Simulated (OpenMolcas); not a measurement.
# neutral iron: effect of the active space

```
Program             : OpenMolcas
Method              : SS-CASPT2, IPEA 0.25 Eh, imaginary shift 0.1 Eh
Basis               : ANO-R1
Scalar Hamiltonian  : X2C, finite nucleus
Spin-orbit coupling : state interaction with AMFI integrals over the reference wave functions, term energies averaged over their components
```

A. 6 electrons in 5 orbitals (3d); 2S+1 = 5 even, 5 roots; 2S+1 = 3 even, 45 roots; 2S+1 = 1 even, 50 roots (35 in the spin-orbit step); closed shells correlated: 3s 3p 4s; CASPT2 step roughly 7 core-seconds
B. 8 electrons in 6 orbitals (3d 4s); 2S+1 = 5 even, 15 roots; 2S+1 = 3 even, 68 roots kept (CI in the orbitals of an earlier block); 2S+1 = 1 even, 31 roots kept (CI in the orbitals of an earlier block); closed shells correlated: 3s 3p; CASPT2 step roughly 18 core-seconds

Energies in eV above 3d⁶ 4s² ⁵D₄, the measured ground level; measured values from NIST Handbook of Basic Atomic Spectroscopic Data.

```tsv
Level	A	B	Measured
3d⁶ 4s² ⁵D₄	0.0000	0.0000	0.0000
3d⁶ 4s² ⁵D₃	0.0530	0.0475	0.0516
3d⁶ 4s² ⁵D₂	0.0902	0.0813	0.0873
3d⁶ 4s² ⁵D₁	0.1141	0.1032	0.1101
3d⁶ 4s² ⁵D₀	0.1258	0.1140	0.1213
3d⁶ 4s² ³H₆	2.528	2.673	2.4041
3d⁶ 4s² ³H₅	2.554	2.698	2.4327
3d⁶ 4s² ³H₄	2.572	2.716	2.4534
3d⁶ 4s² ³G₅	3.100	3.293	2.9488
3d⁶ 4s² ³G₄	3.145	3.334	2.9904
3d⁶ 4s² ³G₃	3.166	3.356	3.0176
```

Deviations, from unrounded energies. A percentage is the sum of absolute deviations over the sum of measured energies, with the sign that they share, or ± where signs differ.

```
                        Against measurement  Levels     A      B
             mean absolute deviation (cm-1)      10   670   1500
      fine structure of the ground term (%)       4  +3.5   -6.6
other terms of the ground configuration (%)       6  +5.0  +11.2
```

A lies closest to measurement on these levels. The largest miss of A in the table is 3d⁶ 4s² ³G₄, by +1200 cm-1. The ranking rests on the paired levels alone, and a cruder setting can come out closer through cancelling errors.

The spin-orbit steps hold different terms of 3d⁶ 4s² (B lacks ¹D, ¹F, ¹S, a ³F, a ³P), which shifts levels as well.

Between A and B the level of the table that moves most is 3d⁶ 4s² ³G₅, by 1600 cm-1 (lowest in A, highest in B). Moves below CASPT2's spread within the term are not significant.

Term energies are means over components that CASPT2 splits; among the terms shown or strongly mixed into the levels shown the widest spread is 420 cm-1 (3d⁶ 4s² ³G, B). Some high roots are left out of the spin-orbit mixing, which shifts the levels that they would mix with (holds for A). With the s shell closed, the reference lacks s² → p², s² → d² and s → d mixing, so excited terms can stand far too high and out of order, with CASPT2 too (holds for A). Terms from blocks run as CI alone lack orbitals of their own (holds for B). Computed and measured levels are paired by configuration, term and J; levels that our copy of the source lacks, or whose pairing is in doubt (as where it misses far off the trend of its configuration), stay unpaired and out of the deviations. Levels of configurations outside the active space are missing. The table leaves out levels that lie high or whose names do not pair safely across all columns.
